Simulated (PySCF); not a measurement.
**How methods differ on the ionisation energy of Ag⁺**

Ag⁺ [Kr] 4d10 (1S) → Ag²⁺ [Kr] 4d9 (2D), as a difference of total energies. All numbers are calculated (PySCF 2.14, a scalar-relativistic core potential, in cc-pVDZ-PP with ECP28MDF). Correlated levels: valence: 4s2 4p6 frozen. The calculations carry no spin-orbit coupling.

| method | ionisation energy (eV) | difference from reference (eV) |
| --- | --- | --- |
| UHF | 19.736 | -1.748 |
| PBE0 | 21.543 | +0.059 |
| LDA | 22.190 | +0.706 |
| MP2 (valence) | 21.284 | -0.200 |
| SCS-MP2 (valence) | 21.117 | -0.367 |

Reference: 21.484 eV (measured; NIST Atomic Spectra Database, ionization energies).

The reference lies between the lowest fine-structure levels, while these numbers refer to the centres of the terms.

Errors of the correlated levels include the incompleteness of this basis and the frozen core.
